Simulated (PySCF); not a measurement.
AlH3O2S, SMILES [OH][Al]([SH])[OH]. Atoms are numbered in the order given.

```xyz
7

Al    -0.0055     0.4434     0.0000
O     -1.3791     1.4363     0.0000
H     -2.2960     1.1610     0.0000
O      1.5446     1.1282     0.0000
H      1.7224     2.0700     0.0000
S     -0.1192    -1.7294     0.0000
H      1.2283    -1.8416     0.0000
```

Geometry: PBE0-D3(BJ)/def2-SVP. Other conformers were not sampled.

Method: PBE0/pcSseg-1 run with PySCF.

GIAO shieldings, no solvent; atoms listed in one row are averaged. δ = σ(ref) − σ: ¹⁷O against H2O (σ = 334.2 ppm); ¹H against TMS (σ = 31.56 ppm); ³³S against H2S (σ = 716.7 ppm), references at their B3LYP-D3(BJ)/def2-TZVP geometries, non-relativistic.

```tsv
nucleus	atoms	count	δ (ppm)
¹⁷O	O2	1	33.8
¹⁷O	O4	1	20.4
¹H	H3	1	2.16
¹H	H5	1	1.79
¹H	H7	1	0.64
³³S	S6	1	-92.8
```
